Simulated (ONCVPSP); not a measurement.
**How hard is this As (Z = 33) ONCV potential?**

| Quantity | Value |
| --- | --- |
| Element | As (Z = 33) |
| Generator | ONCVPSP 4.0.1 |
| Type | optimised norm-conserving Vanderbilt (ONCV) |
| Functional | PBEsol |
| Relativity | scalar-relativistic |
| Frozen core | [Ar] |
| Valence charge | 15 |
| Reference configuration | 3d10 4s2 4p3 |
| Partial waves | 4s: rc 1.45 bohr, ncon 4, nbas 7, qcut 5.7 1/bohr, 2 projectors, debl 4 Ha; 4p: rc 1.90 bohr, ncon 4, nbas 7, qcut 4.5 1/bohr, 2 projectors, debl 3.2 Ha; 3d: rc 0.85 bohr, ncon 4, nbas 8, qcut 17.3 1/bohr, 3 projectors, debl 3.6 Ha |
| Local potential | polynomial inside 0.55 bohr (lpopt 5, dvloc0 0 Ha) |
| Core correction | Teter function, fcfact 3.5, rcfact 1.65 |

Question: For each optimised wave give the share of its norm inside rc, the residual kinetic energy above qcut (Ha) and the cutoffs (Ha) for errors of 10, 1, 0.1 and 0.01 mHa per electron.

Answer:

```csv
wave,norm inside rc,residual KE,10 mHa,1 mHa,0.1 mHa,0.01 mHa
4s,0.261,1.2e-04,7.2,10.3,25.4,58.4
s projector 2,0.093,3.0e-03,13.5,19.0,57.1,79.9
4p,0.302,2.7e-04,2.5,8.0,17.2,37.0
p projector 2,0.130,4.9e-03,9.1,12.3,36.4,45.8
3d,0.750,4.3e-05,112.8,129.4,143.3,304.5
d projector 2,0.037,1.9e-05,96.5,120.3,138.0,160.3
d projector 3,0.035,7.4e-05,105.5,129.2,147.3,202.0
```

The occupied waves need 129 Ha and 143 Ha for 1 and 0.1 mHa. Note: ghosts flagged at negative energy: s at -144.8 eV, p at -42.6 eV; GHOST(+) flagged for s at 460.5 eV. A true bound ghost makes a file unfit for plane-wave use.
